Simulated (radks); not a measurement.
The platinum ion Pt4+, 74 electrons, occupied as [Xe] 4f14 5d(3/2: 4, 5/2: 2). All-electron calculation, Dirac Kohn-Sham, relativistic LDA (MacDonald-Vosko exchange, VWN5 correlation), spin-unpolarised, spherical densities, finite nucleus; Fermi nuclear charge, rms radius 5.427 fm. Program: a radial shooting solver on a logarithmic mesh with Libxc functionals.

Spin-orbit splittings of the eigenvalues, e(l+1/2) - e(l-1/2), with zeta = 2 splitting/(2l+1) and mean radii in bohr:

[
 {"shell": "2p", "occ.": "6", "splitting (eV)": "1706", "zeta (eV)": "1137", "<r> j=l-1/2": "0.05929", "<r> j=l+1/2": "0.06767"},
 {"shell": "3p", "occ.": "6", "splitting (eV)": "375.4", "zeta (eV)": "250.2", "<r> j=l-1/2": "0.1773", "<r> j=l+1/2": "0.1927"},
 {"shell": "3d", "occ.": "10", "splitting (eV)": "81.40", "zeta (eV)": "32.56", "<r> j=l-1/2": "0.1679", "<r> j=l+1/2": "0.1726"},
 {"shell": "4p", "occ.": "6", "splitting (eV)": "89.69", "zeta (eV)": "59.79", "<r> j=l-1/2": "0.4189", "<r> j=l+1/2": "0.4528"},
 {"shell": "4d", "occ.": "10", "splitting (eV)": "16.77", "zeta (eV)": "6.709", "<r> j=l-1/2": "0.4623", "<r> j=l+1/2": "0.4735"},
 {"shell": "4f", "occ.": "14", "splitting (eV)": "3.463", "zeta (eV)": "0.9894", "<r> j=l-1/2": "0.5114", "<r> j=l+1/2": "0.5186"},
 {"shell": "5p", "occ.": "6", "splitting (eV)": "15.43", "zeta (eV)": "10.29", "<r> j=l-1/2": "1.022", "<r> j=l+1/2": "1.113"},
 {"shell": "5d", "occ.": "6", "splitting (eV)": "1.784", "zeta (eV)": "0.7135", "<r> j=l-1/2": "1.412", "<r> j=l+1/2": "1.451"}
]
